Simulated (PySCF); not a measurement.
CH7GeNSi, CH10GeSi2, BGeH8NSi (calculated)

Computed with PySCF 2.14.0. Calculation on a computer-drawn molecule: the log of a Hartree-Fock and frozen-core CCSD(T) single point meant for a local Hartree-Fock minimum, with one planted fault or none, to be diagnosed. Offsets are logged minus clean, where the clean run is the same molecule without the fault. The reference is restricted for singlets and unrestricted otherwise, and also for a bond in bohr or an excited solution. Adding or removing an electron swaps singlet and doublet. The excited solution moves the top pair (singlet) or top alpha electron (doublet) to the lowest empty orbital. Highest occupied and lowest empty are orbital energies over both spins, largest force is the largest gradient component, triples share is (T) over the correlation energy, the T1 limit is 0.02 restricted and 0.045 unrestricted, electrons count all cores, a negative frequency is imaginary (commonest isotopes), and the dipole is about the centre of nuclear charge; on germanium a core potential holds 10 electrons, which the energies leave out, and 3d is frozen in MP2 and coupled-cluster steps.

Common to all runs: meant charge 0; meant multiplicity 1; meant basis cc-pV(D+d)Z; meant basis and core potential on germanium cc-pVDZ-PP ECP10MDF; logged SCF converged yes; logged CC converged yes; logged SCF stable within its kind yes; possible faults no fault, one electron removed, one electron added, multiplicity raised by two, geometry at a saddle point, SCF held on an excited solution, minimal basis STO-3G, one bond length entered in bohr, all coordinates scaled.

(1) 
```xyz
11
formula=CH7GeNSi logged_electrons=66 logged_basis_functions=109 logged_spin_squared=0 logged_highest_occupied=-8.679 logged_lowest_empty=1.466 logged_largest_force=0.023017 logged_T1_diagnostic=0.018011 logged_D1_diagnostic=0.065725 logged_triples_share=0.036907 logged_dipole_magnitude=2.8823 logged_energy_HF=-678.61071 logged_energy_CCSD(T)=-679.21185 planted_fault=all_coordinates_scaled,by_+3.2_% HF_energy_offset_from_clean_run=6.521 CCSD(T)_energy_offset_from_clean_run=0.9395
Si     0.8719    -0.6374     2.0724
C     -0.3862    -0.7474     0.5768
N     -0.1273     0.3872    -0.3565
Ge     0.4769     0.2608    -1.9753
H      0.7563     0.7121     2.7779
H      0.5880    -1.7523     3.0885
H      2.3020    -0.8101     1.5517
H     -1.4297    -0.6466     1.0038
H     -0.3284    -1.7834     0.1150
H      0.8180    -1.0776    -2.7376
H      0.7283     1.5767    -2.7803
```

Units: logged_highest_occupied, logged_lowest_empty in eV; logged_largest_force in hartree/bohr; logged_dipole_magnitude in debye; logged_energy_HF, logged_energy_CCSD(T) in hartree; HF_energy_offset_from_clean_run, CCSD(T)_energy_offset_from_clean_run in kcal/mol.

Drawn bonds:
```tsv
atom	other atom	order
1	2	1
2	3	1
3	4	2
1	5	1
1	6	1
1	7	1
2	8	1
2	9	1
4	10	1
4	11	1
```

(2) 
```xyz
14
formula=CH10GeSi2 logged_electrons=76 logged_basis_functions=133 logged_spin_squared=0 logged_highest_occupied=-10.492 logged_lowest_empty=3.3751 logged_largest_force=2.49e-05 logged_lowest_frequency=41.696 logged_T1_diagnostic=0.011022 logged_D1_diagnostic=0.023542 logged_triples_share=0.026372 logged_dipole_magnitude=1.0199 logged_energy_HF=-914.94272 logged_energy_CCSD(T)=-915.492
Si    -0.5093     2.3921    -1.9731
C      0.8665     1.1029    -1.9483
Si     1.2717     0.2510    -0.3093
Ge    -0.5388    -1.0961     0.5340
H     -0.6394     2.9753    -3.3296
H     -0.2148     3.4841    -1.0148
H     -1.8054     1.7759    -1.6009
H      0.6248     0.3303    -2.6879
H      1.7851     1.5887    -2.2998
H      2.4488    -0.6349    -0.4934
H      1.6243     1.2657     0.7152
H     -1.0411    -2.0685    -0.5432
H     -1.7253    -0.2361     0.9867
H     -0.0620    -1.9222     1.7361
```

Units: logged_highest_occupied, logged_lowest_empty in eV; logged_largest_force in hartree/bohr; logged_lowest_frequency in cm⁻¹; logged_dipole_magnitude in debye; logged_energy_HF, logged_energy_CCSD(T) in hartree.

Drawn bonds:
```tsv
atom	other atom	order
1	2	1
2	3	1
3	4	1
1	5	1
1	6	1
1	7	1
2	8	1
2	9	1
3	10	1
3	11	1
4	12	1
4	13	1
4	14	1
```

(3) 
```xyz
14
formula=CH10GeSi2 logged_electrons=76 logged_basis_functions=133 logged_spin_squared=2.0113 logged_highest_occupied=-3.3928 logged_lowest_empty=-2.1855 logged_largest_force=0.046537 logged_T1_diagnostic=0.018918 logged_D1_diagnostic=0.088072 logged_triples_share=0.029198 logged_dipole_magnitude=0.698 logged_energy_HF=-914.6986 logged_energy_CCSD(T)=-915.24543
Si    -0.5093     2.3921    -1.9731
C      0.8665     1.1029    -1.9483
Si     1.2717     0.2510    -0.3093
Ge    -0.5388    -1.0961     0.5340
H     -0.6394     2.9753    -3.3296
H     -0.2148     3.4841    -1.0148
H     -1.8054     1.7759    -1.6009
H      0.6248     0.3303    -2.6879
H      1.7851     1.5887    -2.2998
H      2.4488    -0.6349    -0.4934
H      1.6243     1.2657     0.7152
H     -1.0411    -2.0685    -0.5432
H     -1.7253    -0.2361     0.9867
H     -0.0620    -1.9222     1.7361
```

Units: logged_highest_occupied, logged_lowest_empty in eV; logged_largest_force in hartree/bohr; logged_dipole_magnitude in debye; logged_energy_HF, logged_energy_CCSD(T) in hartree.

Drawn bonds:
```tsv
atom	other atom	order
1	2	1
2	3	1
3	4	1
1	5	1
1	6	1
1	7	1
2	8	1
2	9	1
3	10	1
3	11	1
4	12	1
4	13	1
4	14	1
```

(4) 
```xyz
12
formula=BGeH8NSi logged_electrons=66 logged_basis_functions=114 logged_spin_squared=0 logged_highest_occupied=-10.644 logged_lowest_empty=3.1282 logged_largest_force=0.080153 logged_T1_diagnostic=0.012002 logged_D1_diagnostic=0.040069 logged_triples_share=0.024259 logged_dipole_magnitude=2.1529 logged_energy_HF=-666.06528 logged_energy_CCSD(T)=-666.59378
Si     1.5606     1.1088    -0.1246
N      1.1343    -0.2436    -0.8971
B      0.2016    -0.4600    -1.7643
Ge    -1.0306     0.8711    -2.4247
H      0.5395     1.5841     0.6353
H      2.6086     0.7755     0.6767
H      1.9455     2.0746    -0.9994
H      1.6440    -0.9838    -0.6807
H      0.0922    -1.4866    -2.1663
H     -0.9151     0.9858    -3.8298
H     -2.3617     0.4810    -2.1478
H     -0.8518     2.1662    -1.8823
```

Units: logged_highest_occupied, logged_lowest_empty in eV; logged_largest_force in hartree/bohr; logged_dipole_magnitude in debye; logged_energy_HF, logged_energy_CCSD(T) in hartree.

Drawn bonds:
```tsv
atom	other atom	order
1	2	1
2	3	1
3	4	1
1	5	1
1	6	1
1	7	1
2	8	1
3	9	1
4	10	1
4	11	1
4	12	1
```

Q: Which fault was planted in the run of CH10GeSi2 (entry 2)?
A: no fault

Q: Give the missing planted fault for CH10GeSi2 (entry 3).
A: multiplicity raised by two

Q: Which fault was planted in the run of BGeH8NSi (entry 4)?
A: all coordinates scaled, by -8.0 %

Further results for CH10GeSi2 (entry 2):

```
HF energy offset from clean run      : 0 kcal/mol
CCSD(T) energy offset from clean run : 0 kcal/mol
```

Further results for CH10GeSi2 (entry 3):

```
HF energy offset from clean run      : 153.2 kcal/mol
CCSD(T) energy offset from clean run : 154.7 kcal/mol
```

Further results for BGeH8NSi (entry 4):

```
HF energy offset from clean run      : 52.76 kcal/mol
CCSD(T) energy offset from clean run : 58.6 kcal/mol
```
